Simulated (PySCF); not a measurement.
1-methyl-2-(1-methylpyrrol-2-yl)pyrrole (C₁₀H₁₂N₂), SMILES c1cc(n(C)c1)-c1n(ccc1)C.

Coordinates come from a B3LYP-D3(BJ)/def2-SVP optimisation. One conformer was computed; it need not be the lowest.

Vertical ionisation energy (IE) and electron affinity (EA) in eV. Rows of orbital energies are one-electron estimates. Where ΔSCF, EOM or ADC give a negative EA the extra electron is unbound and the value depends on the basis.

| level | IE | EA |
|---|---|---|
| −ε(HOMO), −ε(LUMO), CAM-B3LYP/def2-SVP (PySCF) | 6.39 | -1.42 |
| −ε(HOMO), −ε(LUMO), PBE/def2-SVP (PySCF) | 4.33 | 0.53 |
